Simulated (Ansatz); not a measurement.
Reaction (formal exchange of groups at a B–C bond): `BCB(C)O` + `[SiH3][SiH2]Cl` → `B[SiH]([SiH3])Cl` + `CB(C)O`

Computed with Ansatz on PBE0-D4/def2-TZVP structures; ΔE is electronic, products minus reactants. CCSD(T)/CBS is the MP2 limit (def2-TZVPP, def2-QZVPP) plus CCSD(T) − MP2 in def2-TZVPP, frozen cores. Each species was taken in one conformer, which may not be the lowest.

```csv
species,CCSD(T)/CBS(def2) energy (Eh)
`BCB(C)O`,-205.74139
`[SiH3][SiH2]Cl`,-1040.97629
`B[SiH]([SiH3])Cl`,-1066.34213
`CB(C)O`,-180.36349
```

(1) Work out ΔE.

Largest T1 diagnostic among the species: 0.012.

Answers

(1) ΔE = (-1066.34213) + (-180.36349) − (-205.74139) − (-1040.97629) = 0.01206 Eh = +31.7 kJ/mol.

At CCSD(T), def2-SVP lies +5.3 kJ/mol from the extrapolated value and def2-TZVPP +0.2 kJ/mol. From BLYP to BHLYP (50 % exact exchange), in def2-TZVPP and without D4, ΔE moves by +4.4 kJ/mol.
